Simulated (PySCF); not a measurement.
# Bond curve of GeI

Set-up: Ge cc-pVDZ-PP with ECP10, I cc-pVDZ-PP with ECP28; scalar-relativistic core potentials (PySCF 2.14). Energies in eV from Ge + I in their ground configurations at the same level. All curves are PBE0. state 1: ²Π (doublet), unpaired electrons π ↑; state 2: ⁴Σ⁻ (quartet), unpaired electrons σ ↑, π ↑↑, a second solution, started from another occupation.

```csv
R (Å),state 1,state 2
2.194,-2.106,0.7956
2.296,-2.679,0.2577
2.398,-2.986,-0.0417
2.474,-3.092,-0.1619
2.551,-3.121,-0.2221
2.627,-3.092,-0.2423
2.730,-2.988,-0.2319
2.857,-2.788,-0.1907
3.010,-2.494,-0.1333
3.214,-2.069,-0.0709
```

Problem. Put a parabola through the three lowest points of the state 1 curve and estimate Re, k and ωe (reduced mass 46.71 u; 1 eV/Å² = 0.16022 mdyn/Å; ωe = 1302.8·√(k/μ) cm⁻¹).

Solution. Through R = 2.474, 2.551, 2.627 Å the second-order coefficient is 4.96 eV/Å², so Re ≈ 2.550 Å, k ≈ 1.59 mdyn/Å and ωe ≈ 240 cm⁻¹. A polynomial fit of higher order to the unrounded PBE0 energies gives Re = 2.547 Å, k = 1.61 mdyn/Å, ωe = 242 cm⁻¹; anharmonicity and rounding make the difference.

The higher-order fit for each curve: state 1: Re = 2.547 Å, ωe = 242 cm⁻¹, De = 3.12 eV; state 2: Re = 2.645 Å, ωe = 148 cm⁻¹, minimum 0.243 eV below the ground-state fragments.

These are scalar-relativistic numbers at best; spin–orbit coupling would shift them, the dissociation energy most. Counting both spins, an empty level lies below a filled one in some of these solutions, because spin and occupation are held. The state was picked by a PBE0 search and need not be the measured ground state.
